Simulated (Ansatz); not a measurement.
Geometry optimisation, RKS PBE0/def2-SVPD in Ansatz 0.2.0.

Input file:

```yaml
crystal:
  periodic: [false, false, false]
  atoms:
    - { symbol: Ge, position_ang: [-0.528265, -0.246137, -0.240367] }
    - { symbol: F, position_ang: [0.210224, 1.150842, 2.18103] }
    - { symbol: H, position_ang: [0.693705, -0.892988, 0.419218] }
    - { symbol: H, position_ang: [-0.292729, 1.239, -0.540015] }
    - { symbol: H, position_ang: [-0.828746, -0.977325, -1.565867] }
    - { symbol: P, position_ang: [-2.287148, -0.471953, 1.207036] }
    - { symbol: H, position_ang: [-3.305779, -0.208188, 0.247452] }
    - { symbol: H, position_ang: [-2.384232, -1.888434, 1.102414] }
    - { symbol: H, position_ang: [-0.603931, 0.983082, 2.585] }
basis:
  gaussian: { orbitals: def2-SVPD }
hamiltonian:
  xc: pbe0
relax:
  f_tol: 0.03
  max_steps: 50
output:
  orbitals: {}
```

Run as:

```bash
$ ansatz run input.yaml --threads 4 --pin off --max-ram 5120MiB --backend cpu --events-out ev --progress --plain --runs-dir out
```

Q: Where does it end, and by what steps?

A: The run converged. After 15 steps the energy has fallen by 0.222 eV; F2 moved furthest, 1.70 Å.

```
step  energy less start (eV)  largest force component (eV/Å)  accepted
   0                  0.0000                           0.588       yes
   1                 -0.0506                           1.463       yes
   2                 -0.0655                           1.851       yes
   3                 -0.1385                           0.722       yes
   4                 -0.1601                           0.085       yes
   5                 -0.1534                           1.112        no
   6                 -0.1706                           0.062       yes
   7                 -0.1788                           0.217       yes
   8                 -0.1905                           0.039       yes
   9                 -0.2017                           0.188       yes
  10                 -0.2007                           0.412        no
  11                 -0.2086                           0.054       yes
  12                 -0.2123                           0.115       yes
  13                 -0.2150                           0.224       yes
  14                 -0.2155                           0.454       yes
  15                 -0.2218                           0.014       yes
```

```xyz
9
Properties=species:S:1:pos:R:3
Ge -0.456 -0.463 -0.754
F -0.607 1.430 3.641
H 0.861 -1.133 -0.344
H -0.191 0.952 -1.284
H -1.172 -1.305 -1.821
P -1.745 -0.244 1.173
H -2.961 0.136 0.536
H -2.088 -1.618 1.317
H -0.967 0.933 2.932
```

Whether the end is a true minimum wasn't checked by a vibrational analysis.

The run took 35 s on 4 threads of Arm Neoverse V1, with other jobs on the host, peak memory 0.34 GiB.
